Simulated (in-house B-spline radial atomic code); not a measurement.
Binding energies in Au

NIST's tabulated ground configuration is [Xe] 4f14 5d10 6s1; each binding energy is the energy of the ion with one electron taken from that subshell, relaxed, less that of the parent. Level of theory: Dirac-Hartree-Fock, average of configuration, Fermi nucleus of rms radius 5.4371 fm; calculated with an all-electron radial atomic-structure program (B-spline basis). Energies include first-order Breit, QED and recoil terms.

```
subshell  X-ray name  binding energy (eV)  -ε (eV)  relaxation (eV)
   2p1/2          L2              13740.9  13858.2             62.7
   2p3/2          L3              11926.2  12019.4             59.0
   3p1/2          M2               3161.6   3206.8             34.7
   3p3/2          M3               2756.7   2795.5             32.6
   3d3/2          M4               2299.3   2339.0             35.7
   4p1/2          N2                655.7    673.2             15.3
   4p3/2          N3                558.1    573.3             14.0
   4d3/2          N4                  363    377.3             13.8
   4d5/2          N5                344.8    358.4             13.4
   4f5/2          N6                92.46   105.25            13.01
   4f7/2          N7                88.79   101.25            12.80
   5p1/2          O2                81.97    86.79             4.52
   5p3/2          O3                65.69    69.63             3.83
   5d3/2          O4                11.07    13.43             2.37
   5d5/2          O5                 9.59    11.67             2.11
      6s          P1                 7.65     7.94             0.25
```

Relaxation = -ε minus the binding energy without Breit, QED and recoil terms.

Emission lines follow as differences of binding energies, with λ = 12398.42 eV·Å / E:

```json
{"line": "L2-M4", "holes": "2p1/2 → 3d3/2", "energy (eV)": "11441.6", "wavelength (Å)": "1.0836"}
{"line": "L2-N4", "holes": "2p1/2 → 4d3/2", "energy (eV)": "13377.9", "wavelength (Å)": "0.92678"}
{"line": "M4-N6", "holes": "3d3/2 → 4f5/2", "energy (eV)": "2206.8", "wavelength (Å)": "5.6182"}
```

Problem. What does it cost to remove both a 4p1/2 and a 4d3/2 electron?

Solution. 1042 eV, which is 23.24 eV more than the two single binding energies together.

Problem. What does it cost to remove both a 4p1/2 and a 5d3/2 electron?

Solution. 680.22 eV, which is 13.44 eV more than the two single binding energies together.

Problem. What does it cost to remove both a 4p3/2 and a 6s electron?

Solution. 574.98 eV, which is 9.176 eV more than the two single binding energies together.
